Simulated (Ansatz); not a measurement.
```yaml
crystal:
  periodic: [false, false, false]
  atoms:
    - {symbol: Al, position_ang: [-1.975806, 1.575483, 0.248936]}
    - {symbol: C, position_ang: [-1.085031, 0.020119, 0.986536]}
    - {symbol: Al, position_ang: [2.111458, -1.168745, -1.167832]}
    - {symbol: Ge, position_ang: [1.811458, -1.218745, -1.217832]}
    - {symbol: H, position_ang: [-2.451455, 1.567435, -1.266280]}
    - {symbol: H, position_ang: [-2.198224, 2.865705, 1.147413]}
    - {symbol: H, position_ang: [-1.526663, -0.858348, 0.498976]}
    - {symbol: H, position_ang: [-1.295892, 0.003113, 2.063416]}
    - {symbol: H, position_ang: [1.797770, 0.531116, 1.864232]}
    - {symbol: H, position_ang: [2.655466, -0.240386, -2.063122]}
    - {symbol: H, position_ang: [0.749314, -1.813450, -2.165186]}
    - {symbol: H, position_ang: [2.761137, -2.374158, -0.837158]}
basis:
  gaussian: {orbitals: def2-mTZVP}
total_charge: 1
magnetization: {spin_polarized: true, initial_magnetization: 1}
hamiltonian: {xc: {name: SVWN5}}
```

```sh
$ ansatz run in.yaml --threads 4 --pin off --events-out ev --progress --plain --max-ram 10444MiB
```

Shortened log:

```
Functional definition: SVWN5
1341 factors; their error is unknown
mean field evaluation 1: about -67273.2525 eV, gradient 9.9e1 eV
mean field evaluation 2: about -66956.0527 eV, gradient 2.4e2 eV
mean field evaluation 4: about -67247.8180 eV, gradient 7.4e1 eV
mean field evaluation 8: about -67314.2964 eV, gradient 1.2e1 eV
mean field evaluation 16: about -67316.8794 eV, gradient 6.8e-2 eV
mean field evaluation 32: about -67316.8802 eV, gradient 5.9e-6 eV
a density is far from that of the atoms, so the factors are made again for it
1282 factors; integrals over basis functions are off by at most 5.9e-4 eV
mean field -67316.87765458 eV, -2473.8496247874 hartree, gradient 1.3e-6 eV, S^2 1.835458; 0 other end points of the search recorded, 0 dependent functions left out
reference -67316.87771550 eV, -2473.8496270262 hartree; 36, 35 occupied and 87, 88 virtual orbitals, 1282 factors
Total energy: -67316.87771550 eV, -2473.8496270262 hartree
```

In this input one atom was put on top of another. The run converged. The result belongs to that input, not to the molecule as meant.
